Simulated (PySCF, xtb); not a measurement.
C4H10BN, SMILES [C@@H]1(C)B(N)CC1.

GFN2-xTB in xtb 6.7.1 at its own geometry gives an orbital gap of 5.31 eV and a dipole moment of 2.16 D.

Coordinates come from a B3LYP-D3(BJ)/def2-SVP optimisation. The structure was generated by enumeration; whether it is a known compound was not checked. The values are those of a single conformer.

Problem. What does HF/def2-TZVP (PySCF) give? (Estimate from the structure and the level; the computed values follow.)

Solution. gap 13.94 eV (levels -10.71 and 3.24 eV), dipole 1.56 D.
